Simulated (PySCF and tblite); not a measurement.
C₅H₄OS, numbered as in [O:1]=[CH:2][c:3]1[cH:4][cH:5][cH:6][s:7]1. Free energies: PBE0-D3(BJ)/def2-TZVP on PBE0-D3(BJ)/def2-SVP structures plus GFN2-xTB thermal terms, symmetry and mirror images included. Conformers within 4 kcal/mol (GFN2-xTB free energy) were kept, 5 at most. GIAO shieldings: PBE0/pcSseg-1. Shifts are against TMS (¹H), TMS (¹³C) at the same level. Codes: tblite and PySCF.

Torsions listed: O1–C2–C3–S7.

Two conformers hold nearly all the population. I: 179°; δ(H4) = 8.18 ppm. II: 0°; δ(H4) = 7.52 ppm. The average over the ensemble at 298.15 K is 7.61 ppm.

(1) What populations and free-energy difference follow from a two-state model?

Results:

(1) p(I) = (7.61 − 7.52)/(8.18 − 7.52) = 0.14, so K = p(II)/p(I) = 6.33 and G(II) − G(I) = −RT ln K = -1.09 kcal/mol. The weights computed directly are 13.5 % and 86.5 %.
